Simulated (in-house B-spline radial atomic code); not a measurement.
Whole-atom quantities along the 5-electron series, configuration [He] 2s2 2p1. Computed with a B-spline radial code for spherical atoms: non-relativistic Hartree-Fock, average of the configuration, point nuclei.

```json
{"ion": "B", "Z": "5", "E/Z² (Eh)": "-0.98116", "Σ<r²> (bohr²)": "15.851", "n(0)/Z³ (bohr⁻³)": "0.57537", "Lamb diamagnetic shielding (ppm)": "201.99", "repulsion over attraction": "0.13778"}
{"ion": "C+", "Z": "6", "E/Z² (Eh)": "?", "Σ<r²> (bohr²)": "?", "n(0)/Z³ (bohr⁻³)": "?", "Lamb diamagnetic shielding (ppm)": "?", "repulsion over attraction": "?"}
{"ion": "N2+", "Z": "7", "E/Z² (Eh)": "-1.0779", "Σ<r²> (bohr²)": "4.969", "n(0)/Z³ (bohr⁻³)": "0.60953", "Lamb diamagnetic shielding (ppm)": "300.01", "repulsion over attraction": "0.10718"}
{"ion": "O3+", "Z": "8", "E/Z² (Eh)": "-1.1109", "Σ<r²> (bohr²)": "3.3902", "n(0)/Z³ (bohr⁻³)": "0.62122", "Lamb diamagnetic shielding (ppm)": "348.9", "repulsion over attraction": "0.095751"}
{"ion": "F4+", "Z": "9", "E/Z² (Eh)": "-1.1374", "Σ<r²> (bohr²)": "2.4673", "n(0)/Z³ (bohr⁻³)": "0.63064", "Lamb diamagnetic shielding (ppm)": "397.76", "repulsion over attraction": "0.086379"}
{"ion": "Ne5+", "Z": "10", "E/Z² (Eh)": "-1.1591", "Σ<r²> (bohr²)": "1.8787", "n(0)/Z³ (bohr⁻³)": "0.63838", "Lamb diamagnetic shielding (ppm)": "446.6", "repulsion over attraction": "0.078605"}
{"ion": "Mg7+", "Z": "12", "E/Z² (Eh)": "-1.1926", "Σ<r²> (bohr²)": "1.1958", "n(0)/Z³ (bohr⁻³)": "0.65033", "Lamb diamagnetic shielding (ppm)": "544.26", "repulsion over attraction": "0.066523"}
{"ion": "Al8+", "Z": "13", "E/Z² (Eh)": "-1.2057", "Σ<r²> (bohr²)": "0.98699", "n(0)/Z³ (bohr⁻³)": "0.65503", "Lamb diamagnetic shielding (ppm)": "593.09", "repulsion over attraction": "0.061751"}
{"ion": "Si9+", "Z": "14", "E/Z² (Eh)": "-1.2171", "Σ<r²> (bohr²)": "0.82864", "n(0)/Z³ (bohr⁻³)": "0.65911", "Lamb diamagnetic shielding (ppm)": "641.91", "repulsion over attraction": "0.057608"}
{"ion": "P10+", "Z": "15", "E/Z² (Eh)": "?", "Σ<r²> (bohr²)": "?", "n(0)/Z³ (bohr⁻³)": "?", "Lamb diamagnetic shielding (ppm)": "?", "repulsion over attraction": "?"}
{"ion": "S11+", "Z": "16", "E/Z² (Eh)": "-1.2359", "Σ<r²> (bohr²)": "0.60826", "n(0)/Z³ (bohr⁻³)": "0.66584", "Lamb diamagnetic shielding (ppm)": "739.55", "repulsion over attraction": "0.050778"}
{"ion": "Cl12+", "Z": "17", "E/Z² (Eh)": "?", "Σ<r²> (bohr²)": "?", "n(0)/Z³ (bohr⁻³)": "?", "Lamb diamagnetic shielding (ppm)": "?", "repulsion over attraction": "?"}
{"ion": "Ar13+", "Z": "18", "E/Z² (Eh)": "-1.2507", "Σ<r²> (bohr²)": "0.46557", "n(0)/Z³ (bohr⁻³)": "0.67115", "Lamb diamagnetic shielding (ppm)": "837.18", "repulsion over attraction": "0.045384"}
{"ion": "K14+", "Z": "19", "E/Z² (Eh)": "-1.2569", "Σ<r²> (bohr²)": "0.4124", "n(0)/Z³ (bohr⁻³)": "0.67341", "Lamb diamagnetic shielding (ppm)": "886", "repulsion over attraction": "0.043093"}
{"ion": "Ca15+", "Z": "20", "E/Z² (Eh)": "-1.2626", "Σ<r²> (bohr²)": "0.36786", "n(0)/Z³ (bohr⁻³)": "0.67545", "Lamb diamagnetic shielding (ppm)": "934.82", "repulsion over attraction": "0.041021"}
```

Problem. Fill in the row of C+.

Solution. E/Z² (Eh): -1.0359; Σ<r²> (bohr²): 8.0588; n(0)/Z³ (bohr⁻³): 0.59468; Lamb diamagnetic shielding (ppm): 251.07; repulsion over attraction: 0.12117.

Problem. Fill in the row of P10+.

Solution. E/Z² (Eh): -1.2271; Σ<r²> (bohr²): 0.70567; n(0)/Z³ (bohr⁻³): 0.66269; Lamb diamagnetic shielding (ppm): 690.73; repulsion over attraction: 0.05398.

Problem. Fill in the row of Cl12+.

Solution. E/Z² (Eh): -1.2437; Σ<r²> (bohr²): 0.52976; n(0)/Z³ (bohr⁻³): 0.66864; Lamb diamagnetic shielding (ppm): 788.37; repulsion over attraction: 0.047931.

Problem. With what power of Z does the column «Σ<r²> (bohr²)» change over this range?

Solution. A fit of the logarithm of its size against log Z from Z = 5 to 20 has slope -2.62. Unscreened non-relativistic hydrogenic orbitals would give -2.
